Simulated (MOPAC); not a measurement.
Input file for MOPAC: PM6 on CH8N2 (a complex), monomers drawn apart or pushed together.

```
PM6 1SCF PRECISE CHARGE=0 THREADS=1
CH8N2

N      0.30393025 1    -0.18054828 1     0.19997360 1
H      0.10749778 1     0.32428454 1     1.06416388 1
H      0.61982082 1     0.49512376 1    -0.48656247 1
H     -0.57330430 1    -0.55874761 1    -0.13961966 1
C     -0.12659605 1    -0.60304556 1     5.39275195 1
N      0.08164964 1     0.78912578 1     4.98457426 1
H      0.41419142 1    -1.25559851 1     4.70702613 1
H     -1.18691665 1    -0.84524481 1     5.30665157 1
H      0.19198596 1    -0.83245439 1     6.41726055 1
H      1.05912853 1     1.04225127 1     5.06898176 1
H     -0.44190603 1     1.42338341 1     5.57556024 1
```

The log:

```
*******************************************************************************
 **                                                                           **
 **                              MOPAC v23.2.5                                **
 **                                                                           **
 *******************************************************************************
 ** MOPAC's Digital Object Identifier: https://doi.org/10.5281/zenodo.6511958 **
 **                                                                           **
 ** Please cite the open-source release paper for use of this MOPAC version:  **
 ** J. E. Moussa and J. J. P. Stewart (2026)                                  **
 ** MOPAC: An open-source semiempirical molecular orbital program             **
 ** J. Open Source Softw., 11(119), 8025, https://doi.org/10.21105/joss.08025 **
 *******************************************************************************

                              PM6 CALCULATION RESULTS

 *******************************************************************************
 *  PM6        - The PM6 Hamiltonian to be used
 *
 *
 *
 *                 CHARGE ON SYSTEM = 0
 *
 *
 *
 *  PRECISE    - TIGHTER CRITERIA TO BE USED
 *  1SCF       - DO 1 SCF AND THEN STOP
 *  THREADS=1  - MULTI-THREADING NOT USED
 *  T=         - A TIME OF 172800.0 SECONDS REQUESTED
 *  DUMP=N     - RESTART FILE WRITTEN EVERY 7200.0 SECONDS REQUESTED
 *******************************************************************************
PM6 1SCF PRECISE CHARGE=0 THREADS=1
 CH8N2

   ATOM   CHEMICAL          X               Y               Z
  NUMBER   SYMBOL      (ANGSTROMS)     (ANGSTROMS)     (ANGSTROMS)

     1       N          0.30393025  *  -0.18054828  *   0.19997360  *
     2       H          0.10749778  *   0.32428454  *   1.06416388  *
     3       H          0.61982082  *   0.49512376  *  -0.48656247  *
     4       H         -0.57330430  *  -0.55874761  *  -0.13961966  *
     5       C         -0.12659605  *  -0.60304556  *   5.39275195  *
     6       N          0.08164964  *   0.78912578  *   4.98457426  *
     7       H          0.41419142  *  -1.25559851  *   4.70702613  *
     8       H         -1.18691665  *  -0.84524481  *   5.30665157  *
     9       H          0.19198596  *  -0.83245439  *   6.41726055  *
    10       H          1.05912853  *   1.04225127  *   5.06898176  *
    11       H         -0.44190603  *   1.42338341  *   5.57556024  *



          CARTESIAN COORDINATES

    NO.       ATOM           X           Y           Z

     1         N          0.3039     -0.1805      0.2000
     2         H          0.1075      0.3243      1.0642
     3         H          0.6198      0.4951     -0.4866
     4         H         -0.5733     -0.5587     -0.1396
     5         C         -0.1266     -0.6030      5.3928
     6         N          0.0816      0.7891      4.9846
     7         H          0.4142     -1.2556      4.7070
     8         H         -1.1869     -0.8452      5.3067
     9         H          0.1920     -0.8325      6.4173
    10         H          1.0591      1.0423      5.0690
    11         H         -0.4419      1.4234      5.5756

 General Reference for PM6:
 "Optimization of Parameters for Semiempirical Methods V: Modification of NDDO Approximations
 and Application to 70 Elements", J. J. P. Stewart, J. Mol. Mod., 13, 1173-1213 (2007)
 URL: https://link.springer.com/article/10.1007/s00894-007-0233-4

           Empirical Formula: C H8 N2  =    11 atoms



      MOLECULAR POINT GROUP   :   C1


      RHF CALCULATION, NO. OF DOUBLY OCCUPIED LEVELS = 11


 -------------------------------------------------------------------------------
 PM6 1SCF PRECISE CHARGE=0 THREADS=1
 CH8N2



     1SCF WAS SPECIFIED, SO BFGS WAS NOT USED
     SCF FIELD WAS ACHIEVED


                              PM6 CALCULATION
                                                       MOPAC v23.2.5 Linux




          FINAL HEAT OF FORMATION =         -5.66121 KCAL/MOL =     -23.68649 KJ/MOL


          COSMO AREA              =        118.77 SQUARE ANGSTROMS
          COSMO VOLUME            =         88.00 CUBIC ANGSTROMS

          IONIZATION POTENTIAL    =          9.374647 EV
          HOMO LUMO ENERGIES (EV) =         -9.375  3.533
          NO. OF FILLED LEVELS    =         11
          MOLECULAR WEIGHT        =         48.0876         POINT GROUP:  C1

          MOLECULAR DIMENSIONS (Angstroms)

            Atom       Atom       Distance
            H     9    H     3     7.04331
            H     4    H    10     3.19767
            H    11    H     7     2.34576


          SCF CALCULATIONS        =          1





   ATOM   CHEMICAL          X               Y               Z
  NUMBER   SYMBOL      (ANGSTROMS)     (ANGSTROMS)     (ANGSTROMS)

     1       N          0.30393025  *  -0.18054828  *   0.19997360  *
     2       H          0.10749778  *   0.32428454  *   1.06416388  *
     3       H          0.61982082  *   0.49512376  *  -0.48656247  *
     4       H         -0.57330430  *  -0.55874761  *  -0.13961966  *
     5       C         -0.12659605  *  -0.60304556  *   5.39275195  *
     6       N          0.08164964  *   0.78912578  *   4.98457426  *
     7       H          0.41419142  *  -1.25559851  *   4.70702613  *
     8       H         -1.18691665  *  -0.84524481  *   5.30665157  *
     9       H          0.19198596  *  -0.83245439  *   6.41726055  *
    10       H          1.05912853  *   1.04225127  *   5.06898176  *
    11       H         -0.44190603  *   1.42338341  *   5.57556024  *

                             CARTESIAN COORDINATES

   1    N        0.303930250    -0.180548280     0.199973600
   2    H        0.107497780     0.324284540     1.064163880
   3    H        0.619820820     0.495123760    -0.486562470
   4    H       -0.573304300    -0.558747610    -0.139619660
   5    C       -0.126596050    -0.603045560     5.392751950
   6    N        0.081649640     0.789125780     4.984574260
   7    H        0.414191420    -1.255598510     4.707026130
   8    H       -1.186916650    -0.845244810     5.306651570
   9    H        0.191985960    -0.832454390     6.417260550
  10    H        1.059128530     1.042251270     5.068981760
  11    H       -0.441906030     1.423383410     5.575560240


           Empirical Formula: C H8 N2  =    11 atoms



      MOLECULAR POINT GROUP   :   C1


                  EIGENVALUES
 -31.04695 -30.57348 -23.67734 -17.10351 -15.85340 -15.82569 -15.53691 -14.19086
 -12.77477  -9.89012  -9.37465   3.53273   4.59173   5.39267   5.55378   6.08083
   6.54630   6.94767   7.00929   7.02229


              NET ATOMIC CHARGES AND DIPOLE CONTRIBUTIONS

  ATOM NO.   TYPE          CHARGE      No. of ELECS.   s-Pop       p-Pop
    1          N          -0.601614        5.6016     1.59502     4.00660
    2          H           0.208469        0.7915     0.79153
    3          H           0.196364        0.8036     0.80364
    4          H           0.196777        0.8032     0.80322
    5          C          -0.335694        4.3357     1.07922     3.25647
    6          N          -0.492166        5.4922     1.58947     3.90269
    7          H           0.157903        0.8421     0.84210
    8          H           0.152089        0.8479     0.84791
    9          H           0.117616        0.8824     0.88238
   10          H           0.201066        0.7989     0.79893
   11          H           0.199189        0.8008     0.80081
 DIPOLE           X         Y         Z       TOTAL
 POINT-CHG.    -0.561     0.221     0.720     0.939
 HYBRID        -0.453     0.995     0.857     1.389
 SUM           -1.014     1.216     1.577     2.234


          ATOMIC ORBITAL ELECTRON POPULATIONS

     Atom    s        px        py        pz
    1  N   1.59502   1.39576   1.42734   1.18350
    2  H   0.79153
    3  H   0.80364
    4  H   0.80322
    5  C   1.07922   1.17109   0.95826   1.12712
    6  N   1.58947   1.21375   1.07601   1.61293
    7  H   0.84210
    8  H   0.84791
    9  H   0.88238
   10  H   0.79893
   11  H   0.80081

 **********************
 *                    *
 * JOB ENDED NORMALLY *
 *                    *
 **********************




 == MOPAC DONE ==
```

The run finished.

Cost: around 0.020 core-seconds (rough).
